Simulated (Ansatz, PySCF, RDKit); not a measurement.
Pair of molecules: HF (SMILES F) (first 2 atoms) with C2H4 (SMILES C=C); geometry from B3LYP-D3(BJ)/def2-TZVP, rigid monomers moved along the line of their centres of mass till H2···C3 is 3.09 Å.
(charge 0, multiplicity 1):
```xyz
8

F     -0.2339     0.8565     0.5851
H     -0.1684     0.5554     1.4687
C     -0.4821    -0.0390     4.4831
C      0.5600    -0.7929     4.1504
H     -0.3594     0.9807     4.8279
H     -1.4964    -0.4160     4.4322
H      0.4379    -1.8156     3.8144
H      1.5749    -0.4188     4.2102
```

Counterpoise-corrected where a basis set is named; no monomer relaxation. Rows marked so take none. RDKit's UFF carries no charges.

Rows in 3-21G carry no dispersion term and start afresh at each structure.

The values were computed with Ansatz (Gaussian basis) for Hartree–Fock, density functionals and correlated methods; PySCF for 3-21G rows; RDKit for the force fields. Each number belongs to the level named beside it.

Q: Estimate the interaction energy that B3LYP/3-21G (no counterpoise) returns for this input.

A: -2.9 kcal/mol

Q: Estimate the interaction energy that UFF returns for this input.

A: -0.4 kcal/mol

Q: What is the computed interaction energy (HF/aug-cc-pVDZ)?

A: -2.3 kcal/mol

Ansatz is a first-principles code.
